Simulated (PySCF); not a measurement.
# From computed data to an observable: oscillator strength and radiative lifetime

C3H6BN3, SMILES C1=NB(N=C1)NC.

Geometry optimised at B3LYP-D3(BJ)/def2-SVP. The structure was generated by enumeration, and PubChem lists no compound with its InChIKey, so it may never have been made. The values are those of a single conformer.

TDA-PBE/def2-SVPD run with PySCF puts the first singlet state with f over 0.02 at 4.64 eV (vertical), with the transition dipole (-0.358, -1.429, 0.000) in atomic units.

Problem. Find the oscillator strength, the wavelength and the radiative lifetime that this transition would have in vacuum if emission retraced absorption.

Solution. 
|μ|² = 2.1702 au, so |μ| = 3.74 D. ΔE = 4.64/27.211 = 0.1705 hartree. f = (2/3) ΔE |μ|² = 0.247 (the program prints 0.247).
λ = 1239.84/4.64 = 267 nm; ν = 37424 cm⁻¹.
Einstein's coefficient A = 0.6670 ν² f s⁻¹ (ν in cm⁻¹) = 2.3e8 s⁻¹, so τ = 1/A = 4.3 ns. This state is S3; the lower singlets have f = 0.000, 0.001. The figure is the radiative limit of this one transition; relaxation, internal conversion, crossing to triplets and a medium change what is measured.
